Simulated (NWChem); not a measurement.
Molecule: SnP2H6; SMILES [PH2][SnH2][PH2]

```xyz
9

Sn     0.0000     0.0000    -0.5985
P     -2.1621     0.0099     0.7578
P      2.1621    -0.0099     0.7578
H      0.0065     1.4084    -1.6080
H     -0.0065    -1.4084    -1.6080
H     -1.6773    -1.0307     1.6314
H     -1.6680     1.0464     1.6310
H      1.6773     1.0307     1.6314
H      1.6680    -1.0464     1.6310
```
Atoms are numbered in this order, from 1.

All runs: NWChem. Coordinates come from a PBE-D3(BJ)/def2-SVP optimisation. def2 effective core potentials on Sn; no spin-orbit coupling. Field at 589 nm.

Task: Estimate the computed values for B3LYP/def2-SVPD (core potentials). Quantities: isotropic polarisability (bohr³); anisotropy (bohr³).

Result: 
```yaml
isotropic polarisability (bohr³): 114.7
anisotropy (bohr³): 55.2
```
